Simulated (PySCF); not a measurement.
A geometry optimisation on `P[SiH]1OCCO1`.

Method: PBE0-D3(BJ)/def2-SVP geometry optimisation, gas phase (PySCF 2.14.0). Start geometry: GFN2-xTB. The command runs a driver script over a list of jobs; the input below is this job's line of settings and its coordinates in Å.

Command:
```bash
OMP_NUM_THREADS=1 python probes_run.py task.json out
```

Input:
```
{"job": {"xc": "PBE0", "basis": "def2-SVP", "d3": "d3bj", "grid": 1, "shake": 0.01, "kind": "geom"}, "charge": 0, "multiplicity": 1}
P      2.551760     0.758110    -0.753010
Si     0.847720    -0.442460     0.031080
O     -0.388560    -0.583220    -1.058300
C     -1.518300    -0.011070    -0.571190
C     -1.346630     0.330030     0.906180
O      0.026090     0.443300     1.142790
H      3.365920     0.530690     0.323200
H      3.074450    -0.252410    -1.501650
H      1.125500    -1.776580     0.571020
H     -2.368540    -0.732590    -0.684800
H     -1.777390     0.880970    -1.146290
H     -1.808120     1.286000     1.189720
H     -1.778080    -0.447660     1.540930
```

Output:
```
step   0  E = -860.90133377  max force = 0.050324
step   1  E = -860.91091855  max force = 0.012963
step   2  E = -860.91166667  max force = 0.002668
step   3  E = -860.91184578  max force = 0.001146
step   4  E = -860.91205470  max force = 0.002874
step   5  E = -860.91217329  max force = 0.003049
step   6  E = -860.91223740  max force = 0.001512
step   7  E = -860.91226514  max force = 0.000449
step   8  E = -860.91227718  max force = 0.000592
step   9  E = -860.91228515  max force = 0.000751
step  10  E = -860.91229291  max force = 0.000719
step  11  E = -860.91229955  max force = 0.000637
step  12  E = -860.91230299  max force = 0.000821
step  13  E = -860.91231452  max force = 0.000849
step  14  E = -860.91232592  max force = 0.000694
step  15  E = -860.91233143  max force = 0.000451
step  16  E = -860.91234579  max force = 0.000917
step  17  E = -860.91235964  max force = 0.001343
step  18  E = -860.91237430  max force = 0.001083
step  19  E = -860.91237915  max force = 0.000414
optimisation converged
```

Energies in Eh; «max force» is the largest Cartesian gradient component in Eh/bohr.

Problem. Give the first gradient maximum in eV/Å.

Solution. With 1 Eh/bohr = 51.422 eV/Å, 2.588 eV/Å.

Summary of the converged run: final energy -860.91238 Eh after 19 steps; dipole 0.88 D.

Problem. Where do the atoms end?

Solution. 0.214 Å rms from the input after alignment:
```
atom  x, y, z in Å
P1     2.3766    1.0854   -0.5415
Si2    0.8033   -0.3940    0.0912
O3    -0.3446   -0.6652   -1.0997
C4    -1.4823    0.1295   -0.8146
C5    -1.5512    0.2900    0.7092
O6    -0.2196    0.3548    1.1888
H7     3.0132    1.0220    0.7380
H8     3.2151    0.0689   -1.0973
H9     1.3535   -1.6940    0.5644
H10   -2.3818   -0.3635   -1.2150
H11   -1.3850    1.1166   -1.3047
H12   -2.0906    1.2063    0.9963
H13   -2.0714   -0.5715    1.1675
```

Problem. How long does this job take on an Arm Neoverse V1 with one thread, on a shared host? And the peak memory of the process?

Solution. About 2.0 min, with 0.54 GiB resident at the peak, the Python interpreter and its libraries included.
Labels such as C1 count atoms from 1, the log's own numbers from 0.
